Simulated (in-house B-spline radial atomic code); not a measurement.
Radial electron density of Pt VI (Pt5+), [Xe] 4f14 5d4 9p1. Level of theory: Dirac-Hartree-Fock, average of configuration, Fermi nucleus of rms radius 5.427 fm; calculated with an all-electron radial atomic-structure program (B-spline basis).

Columns: r (bohr), 4πr²n(r) (electrons per bohr), bar.

```
0.000545    3.928 #
  0.0007    5.807 ##
  0.0009    8.529 ###
 0.00116    12.45 ####
 0.00149    17.87 #####
 0.00191    25.19 ########
 0.00246    35.07 ###########
 0.00316    47.47 ###############
 0.00406    62.31 ###################
 0.00522    78.68 ########################
 0.00671    94.52 #############################
 0.00863    106.8 #################################
  0.0111    112.4 ##################################
  0.0143      110 ##################################
  0.0183      103 ###############################
  0.0236    99.53 ##############################
  0.0303    108.5 #################################
  0.0389    128.8 #######################################
    0.05      144 ############################################
  0.0643      137 ##########################################
  0.0827    117.1 ####################################
   0.106      116 ###################################
   0.137    133.2 #########################################
   0.176    122.8 ######################################
   0.226    84.67 ##########################
    0.29    73.86 #######################
   0.373    86.66 ##########################
   0.479    72.57 ######################
   0.616    41.03 #############
   0.792    23.99 #######
    1.02    17.18 #####
    1.31    9.926 ###
    1.68    3.822 #
    2.16   0.9098 
    2.78   0.1256 
    3.57  0.06669 
     4.6 0.001111 
    5.91  0.09009 
    7.59 0.002414 
    9.76   0.1604 
    12.5   0.1108 
    16.1 0.007479 
    20.7 5.098e-05 
    26.7 1.661e-08 
    34.3 3.247e-11
```

On this grid the curve has 6 maxima, near 0.0111, 0.05, 0.137, 0.373, 5.91, 9.76 bohr.

The 9p1/2 radial function P(r) = rR(r), positive near the nucleus, with its small component Q(r) (sign convention: Q ≈ (P' + κP/r)/2c):

```
r (bohr)           P           Q
0.000424    0.000518    0.001504
  0.0007     0.00085    0.002241
 0.00116    0.001424     0.00331
 0.00191    0.002446     0.00478
 0.00316    0.004375    0.006726
 0.00522    0.008021       0.009
 0.00863     0.01472     0.01105
  0.0143      0.0257     0.01157
  0.0236     0.03854    0.008625
  0.0389     0.04025    0.001459
  0.0643    0.006444   -0.005784
   0.106    -0.05189   -0.004542
   0.176    -0.02815    0.003395
    0.29     0.08061    0.002457
   0.479  -0.0004714   -0.002991
   0.792     -0.1342  -0.0003112
    1.31     0.09488    0.001981
    2.16      0.1151   -0.001112
    3.57     -0.2401    0.000121
    5.91      0.3067   0.0001776
    9.76     -0.4194  -0.0003941
    16.1    -0.07588    0.000118
```
